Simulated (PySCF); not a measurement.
Ge(Br)(OH) (BrGeHO), SMILES [OH][Ge][Br] (connectivity only; charge and spin as stated), neutral, multiplicity 1. Atoms are numbered in the order given.

```xyz
4

Ge     0.4572    -0.9746     0.0000
Br    -0.1009     1.3292     0.0000
O     -1.2279    -1.5965     0.0000
H     -1.2756    -2.5609     0.0000
```

Geometry: B3LYP-D3(BJ)/def2-TZVP. The values are those of a single conformer.

Computed with M06-2X/def2-TZVPD run with PySCF.

Symmetry labels are those of the subgroup Cs that the program uses (full group Cs).

**Question.** List the valence orbital energies around the gap with their symmetry. (An estimate is asked for; the answer gives what the named calculation found.)

**Answer.** 
| orbital | symmetry | energy (eV) |
|---|---|---|
| HOMO−7 | A' | -22.93 |
| HOMO−6 | A' | -16.94 |
| HOMO−5 | A' | -13.91 |
| HOMO−4 | A' | -11.98 |
| HOMO−3 | A" | -11.78 |
| HOMO−2 | A" | -9.66 |
| HOMO−1 | A' | -9.61 |
| HOMO | A' | -8.70 |
| LUMO | A" | -1.69 |
| LUMO+1 | A' | -0.20 |
| LUMO+2 | A' | 0.40 |
| LUMO+3 | A' | 0.87 |
